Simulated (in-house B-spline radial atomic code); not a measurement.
A run on an ion of nuclear charge 69 with 69.7 electrons that did not converge. Method: scalar-relativistic (X2C) wB97X, spin-polarised, spherical fractional occupations, Fermi nucleus of rms radius 5.2256 fm; computed with an all-electron radial atomic-structure program (B-spline basis).

Command:
```bash
python run_scf.py task.json out
```
Settings (nuclear radius in fm, mass in u):
```
Z                69
configuration    [Xe] 4f13.7 6s2
hamiltonian      x2c
method           wb97x
spin_polarised   True
nucleus          fermi
rms_radius       5.2256
atomic_mass      168.93422
speed_of_light   137.035999084
```

First and last ten iterations of the last attempt (damped for 15 steps, keeping 80 % of the old Fock matrix, then DIIS):
```
 iter        energy (Eh)    residual
    1      -13566.191506    5.07e-01
    2      -13459.763366    9.96e-01
    3      -13561.395898    4.41e-01
    4      -13566.098317    1.94e-01
    5      -13567.477881    7.57e-02
    6      -13567.783358    3.91e-02
    7      -13567.853627    3.03e-02
    8      -13567.882630    2.34e-02
    9      -13567.899854    1.81e-02
   10      -13567.910897    1.50e-02
  111      -13567.934858    2.52e-04
  112      -13567.934860    1.83e-04
  113      -13567.934871    2.51e-04
  114      -13567.934859    3.30e-04
  115      -13567.934850    1.36e-04
  116      -13567.934847    2.04e-04
  117      -13567.934867    3.31e-04
  118      -13567.934870    1.83e-04
  119      -13567.934869    3.11e-04
  120      -13567.934865    3.37e-04
 not converged after 120 iterations
```

The smallest residual met was 9.8e-05; the threshold is about 7e-07. No energy from this run should be used. Time taken, with all properties: 27 s on 1 thread of Arm Neoverse V2 (shared host).
